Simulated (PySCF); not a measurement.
## How methods differ on the excitation energy of Mo⁺

Mo⁺ [Kr] 4d5 (6S) → Mo⁺ [Kr] 4d4 5s1 (6D), as a difference of total energies. All numbers are calculated (PySCF 2.14, a scalar-relativistic core potential, in aug-cc-pwCVDZ-PP with ECP28MDF (6s6p5d3f, 70 functions)). Correlated levels: valence: 4s2 4p6 frozen. The calculations carry no spin-orbit coupling.

| method | excitation energy (eV) |
| --- | --- |
| UHF | 1.428 |
| MP2 (valence) | 1.631 |
| SCS-MP2 (valence) | 1.496 |
| CCSD (valence) | 1.624 |
| CCSD(T) (valence) | 1.628 |

Question: How much does correlation contribute at CCSD(T) (valence)?

Answer: 1.628 − (1.428) = 0.200 eV, measured against UHF.

Errors of the correlated levels include the incompleteness of this basis and the frozen core.

For comparison: 1.587 eV (measured; NIST levels, between the centres of gravity of the two terms).
